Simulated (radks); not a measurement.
Spherical quantum dot in the effective-mass picture: electrons in a parabolic well V = omega^2 r^2 / 2 with omega = 0.0861, all in effective atomic units (hartree* = m*/eps^2 hartree, bohr* = eps/m* bohr), one dielectric constant everywhere. Calculated with a radial shooting solver with Libxc functionals: non-relativistic Kohn-Sham, LDA (Slater exchange, Perdew-Wang correlation), spin-polarised, spherical densities. Levels are named by radial order and angular momentum (1s, 1p, 1d, 2s, ...), and open shells are averaged over m. Results are scaled to m* = 0.456 and eps = 8.1, for which hartree* = 189.1 meV and bohr* = 0.94 nm.

N = 39, configuration 1s2 1p6 1d10 2s2 1f14 2p(up 3, down 0) 1g(up 2, down 0). This is the lowest configuration that the search found (a dilute case). Occupied levels:

level,occupation,eigenvalue (meV),<r> (nm)
1s up,1,611.25,9.812
1s down,1,612.47,10.60
1p up,3,613.49,11.52
1p down,3,614.36,11.82
1d up,5,616.35,12.51
1d down,5,617.08,12.60
2s up,1,617.83,9.354
2s down,1,619.64,8.850
1f up,7,619.84,13.18
1f down,7,620.51,13.20
2p up,3,622.59,9.973
1g up,2,623.95,13.69

Energy (meV): total 14393.2, kinetic 326.38, external 4935.1, Hartree 9966.5, exchange-correlation -834.79.

Electron density:

r (nm),n(r) (e/nm^3)
1.14,0.002072
2.41,0.002203
3.68,0.002305
4.95,0.002270
6.22,0.002102
7.49,0.001944
8.76,0.001960
10.0,0.002196
11.3,0.002508
12.6,0.002615
13.8,0.002263
15.1,0.001492
16.4,0.0006967
17.6,0.0002198
18.9,0.00004601
20.2,6.402e-06
21.5,5.953e-07
22.7,3.741e-08
24.0,1.595e-09
